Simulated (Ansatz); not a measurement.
```yaml
crystal:
  periodic: [false, false, false]
  atoms:
    - {symbol: C, position_ang: [0.779400, 0.690977, 0.363729]}
    - {symbol: O, position_ang: [0.261094, -0.143705, 0.274632]}
    - {symbol: Ga, position_ang: [-0.656279, -0.349637, -0.374916]}
    - {symbol: S, position_ang: [-1.108401, -1.484514, -0.429907]}
    - {symbol: Br, position_ang: [-1.025118, 0.740595, -1.319710]}
    - {symbol: H, position_ang: [0.744893, 0.783153, 0.991256]}
    - {symbol: H, position_ang: [1.515854, 0.514399, 0.233930]}
    - {symbol: H, position_ang: [0.417229, 1.072254, -0.010586]}
    - {symbol: H, position_ang: [-0.686132, -2.070553, 0.134101]}
basis:
  gaussian: {orbitals: aug-pcseg-2}
hamiltonian: {xc: {name: B2PLYP}}
output: {forces: true}
```

```sh
$ ansatz run in.yaml --threads 2 --pin off --events-out ev --progress --plain --max-ram 32768MiB --backend cuda --devices 0, --max-vram 18GiB
```

It prints (some lines left out):

```
Functional definition: B2PLYP
2163 factors; integrals over basis functions are off by at most 8.9e-4 eV
mean field evaluation 1: about -136244.7955 eV, gradient 1.1e2 eV
mean field evaluation 2: about -136245.4837 eV, gradient 1.1e2 eV
mean field evaluation 4: about -136262.4956 eV, gradient 2.3e1 eV
mean field evaluation 8: about -136263.3010 eV, gradient 5.0e-1 eV
mean field evaluation 16: about -136263.3015 eV, gradient 1.5e-4 eV
mean field -136263.30151136 eV, -5007.5839679596 hartree, gradient 6.6e-6 eV, S^2 0.000000; 0 other end points of the search recorded, 0 dependent functions left out
25 core orbitals not correlated: weight in the atoms' cores, before any rotation towards them, 0.997 or more for the frozen orbitals, at most 0.002 for the correlated occupied ones
reference -136263.30169055 eV, -5007.5839745446 hartree; 25, 25 occupied and 302, 302 virtual orbitals, 2163 factors
second order -35.62979898 eV of doubles, -0.00000000 eV of singles
Total energy: -136272.92173628 eV, -5007.9375047043 hartree
Atom 0 at     0.779400     0.690977     0.363729 Å, force    42.578457     4.068510   -14.289290 eV/Å
Atom 1 at     0.261094    -0.143705     0.274632 Å, force    59.915135   -32.866961    59.558504 eV/Å
Atom 2 at    -0.656279    -0.349637    -0.374916 Å, force   -22.860091    51.725643   -12.871334 eV/Å
Atom 3 at    -1.108401    -1.484514    -0.429907 Å, force   -73.351887  -114.932480   -29.168245 eV/Å
Atom 4 at    -1.025118     0.740595    -1.319710 Å, force   -21.979835    60.479201   -52.554760 eV/Å
Atom 5 at     0.744893     0.783153     0.991256 Å, force    -1.226625    15.716790    67.397440 eV/Å
Atom 6 at     1.515854     0.514399     0.233930 Å, force    29.267499    -2.974917    -6.045125 eV/Å
Atom 7 at     0.417229     1.072254    -0.010586 Å, force   -29.206885    44.346949   -35.439838 eV/Å
Atom 8 at    -0.686132    -2.070553     0.134101 Å, force    16.864232   -25.562735    23.412647 eV/Å
Dipole moment:     0.416328     0.211001     0.368784 e Å
```

Task: Something in this input is off. What?

Result: The geometry is squeezed to about two thirds of its size. The calculation finished and met its thresholds. The result belongs to that input, not to the molecule as meant.
